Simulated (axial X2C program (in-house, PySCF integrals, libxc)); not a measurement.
## LiTe⁺: from the spin-free to the two-component result

Computed with an axial X2C code built on PySCF integrals. Spin-free means the one-electron spin-free X2C Hamiltonian; two-component (2c) means X2C with spin–orbit coupling and atomic mean-field two-electron Coulomb and Gaunt terms, so the difference of the two also holds small scalar two-electron terms. Basis: Te dyall-cv3z [11s12p8d4f1g], Li dyall-cv3z [7s8p2d] (cores contracted in-house); Gaussian nuclei, density fitting, unrestricted open shells. Masses: Te 129.906 u, Li 7.016 u.

Spin-free state: M_S = 1, Λ = 0 (beyond evenly filled blocks: π+α, π-α); fragments Te + Li+.

```csv
level,Re (Å),ωe (cm⁻¹),De (eV),μ (D)
PBE0,2.764,309.5,1.053,9.12
HF,2.805,300.8,0.962,9.58
MP2,2.813,294.9,0.951,n/a
CCSD,2.812,295.6,0.955,n/a
CCSD(T),2.814,294.7,0.957,n/a
M06,2.814,281.1,0.855,9.29
```

Correlated methods: 6 electrons correlated (number of frozen shells: Te 4 s, 3 p, 2 d; Li 1 s), 222 virtual spin orbitals or spinors in MP2, 60 natural virtuals in coupled cluster.

Dipoles are positive if Li is the positive end and refer to the centre of mass.

Two-component determinant lowest at the distance of the search:

Ω = 1 (⟨Sz⟩ = 0.90, ⟨Lz⟩ = 0.10 at HF); fragments Te + Li+.

```csv
level,Re (Å),ωe (cm⁻¹),De (eV),μ (D)
PBE0,2.772,301.1,0.867,9.19
HF,2.817,289.5,n/a,9.68
MP2,2.821,287.8,0.730,n/a
CCSD,2.822,286.5,0.744,n/a
CCSD(T),2.824,285.7,0.742,n/a
M06,2.869,246.9,0.666,9.67
```

Q: From the two tables, how do the constants change at the CCSD(T) level (2c against spin-free)?

A: At the CCSD(T) level Re increases by 0.010 Å and ωe falls by 9.0 cm⁻¹; De changes by -0.215 eV.

The state is a single determinant with fixed occupations, the lowest that a limited PBE0 search found. Dissociation energies refer to the lowest single-determinant-based atoms at the same level and basis. De is not given where an atomic determinant may have missed its ground term or J level, or where the truncated virtual space spoils (T). Density functionals use the spin component along the axis (collinear). CCSD and (T) use frozen natural virtuals with an MP2 correction for the truncation; (T) itself is uncorrected, so its De runs slightly low. PBE0 can misorder states that lie within some tenths of an eV, so this need not be the ground state of the molecule. The nearest other spin-free determinant of the search, M_S = 0, Λ = 2, lies 0.95 eV up at the distance of the search. Without a current term, density functionals place determinants with orbital angular momentum somewhat too high. With several unpaired electrons one determinant need not be a pure state. Open-shell Ω = 0 determinants with evenly filled partner blocks cannot be reached by this program, so the Ω shown need not be the lowest component. This is the Ω = 1 component of a π² triplet; the 0⁺ component is not one determinant and can lie lowest. With the outer-core shells frozen, correlated bond lengths of heavy atoms tend to come out a few hundredths of an ångström too long.
